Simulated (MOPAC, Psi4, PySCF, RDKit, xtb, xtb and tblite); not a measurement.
Two geometries of SMILES CC(=O)[SiH2]CC=O (C4H8O2Si), singlet, relaxed at GFN2-xTB with one dihedral held; other torsions can differ between them too.

Structure A

```
15

C      1.8400     1.0220     0.1245
C      1.4223    -0.0279    -0.8595
O      1.9509    -0.1660    -1.9393
Si     0.0630    -1.2907    -0.3233
C      1.0148    -2.6981     0.5948
C      1.3958    -2.1947     1.9288
O      2.3585    -1.5113     2.1683
H      2.5579     1.7108    -0.3151
H      2.2984     0.5137     0.9740
H      0.9690     1.5615     0.4893
H     -0.5535    -1.8789    -1.5087
H     -0.9112    -0.6701     0.5789
H      1.9017    -2.9262     0.0046
H      0.3843    -3.5795     0.6725
H      0.6774    -2.4513     2.7328
```

Structure B

```
15

C     -1.5154     1.1530    -0.2994
C     -1.4935    -0.2907    -0.7149
O     -2.3621    -0.7824    -1.3990
Si    -0.0201    -1.3887    -0.1091
C      0.2384    -2.7332    -1.4488
C      0.5617    -2.0673    -2.7328
O      1.6707    -1.8303    -3.1324
H     -2.4256     1.6458    -0.6337
H     -1.4291     1.2150     0.7832
H     -0.6489     1.6512    -0.7301
H      1.1674    -0.5537     0.0690
H     -0.4158    -2.0378     1.1429
H      1.0592    -3.3802    -1.1425
H     -0.6782    -3.3123    -1.5423
H     -0.3302    -1.7514    -3.3078
```

Question: Which is lower in energy at the level PBE0-D3(BJ)/def2-SVP // GFN2-xTB (Psi4 1.11), and by how much?

Answer: A is lower, by 1.34 kJ/mol (dihedral O3–C2–Si4–C5: 90° in A, 30° in B).

E(B) − E(A) in kJ/mol at the other levels, on the same two geometries: GFN2-xTB (xtb and tblite) 2.66; MMFF94 // GFN2-xTB (RDKit) -14.79; PBE0/def2-SVP // GFN2-xTB (Psi4) 0.17; PBE/def2-SVP // GFN2-xTB (Psi4) 1.83; PBE-D3(BJ)/def2-SVP // GFN2-xTB (Psi4) 3.07; UFF // GFN2-xTB (RDKit) -7.93; PM7, restricted, heats of formation // GFN2-xTB (MOPAC) -0.26; PM6, restricted, heats of formation // GFN2-xTB (MOPAC) -3.32; GFN1-xTB // GFN2-xTB (xtb) 2.19; restricted B3LYP/6-31G*, spherical d, density fitting // GFN2-xTB (PySCF) -0.92; restricted BP86/6-31G*, spherical d, density fitting // GFN2-xTB (PySCF) -0.04; restricted MP2 (frozen core)/3-21G // GFN2-xTB (PySCF) 6.55; restricted Hartree-Fock/LANL2DZ, with its core potentials past Ne // GFN2-xTB (PySCF) -8.33.
